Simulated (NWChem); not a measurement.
# Correlation energy of F2Mg

```
Mg
F 1 1.7682
F 1 1.7682 2 180.00
```
Charge 0, spin multiplicity 1.

Everything below was run with NWChem. Structure: optimised with PBE/def2-SVP, a minimum by its harmonic frequencies.

Basis set: cc-pVTZ. Each correlation energy counts from its own Hartree-Fock reference.

The correlated methods keep 7 core orbitals frozen. The structure started from a generated list of species. Coupled-cluster values serve here as a point of comparison, not as the truth.

### Question
Order these methods by the correlation energy they give, lowest first: CR-CCSD(T), MP2, CR-CCSD[T], CCSD.

### Answer
CR-CCSD[T] (-564.8 mHa), CR-CCSD(T) (-563.7 mHa), MP2 (-555.8 mHa), CCSD (-551.2 mHa)
